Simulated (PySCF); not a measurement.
Computed shifts of a molecule C₄H₄ClF, PBE/pcSseg-1 (PySCF), GIAO, gas phase, equivalent atoms averaged, in ppm (number of nuclei): ¹³C: 159.1 (1), 150.0 (1), 121.5 (1), 116.6 (1). ¹⁹F: -120.4 (1). ¹H: 6.81 (1), 5.62 (1), 5.51 (1), 5.44 (1). References: ¹³C against TMS (σ = 182.0 ppm); ³⁵Cl against HCl (σ = 936.5 ppm); ¹⁹F against CFCl3 (σ = 133.6 ppm); ¹H against TMS (σ = 31.49 ppm), references at their B3LYP-D3(BJ)/def2-TZVP geometries, non-relativistic (without spin–orbit terms, shifts of atoms bonded to Cl or Br come out too high). Geometry optimised at B3LYP-D3(BJ)/def2-SVP. Other conformers were not sampled.

### Question
Which structure fits?
(A) C=C(Cl)/C=C\F
(B) FC=C=CCCl
(C) FC1=C(Cl)CC1
(D) F/C=C\C=C/Cl

### Answer
A, C=C(Cl)/C=C\F
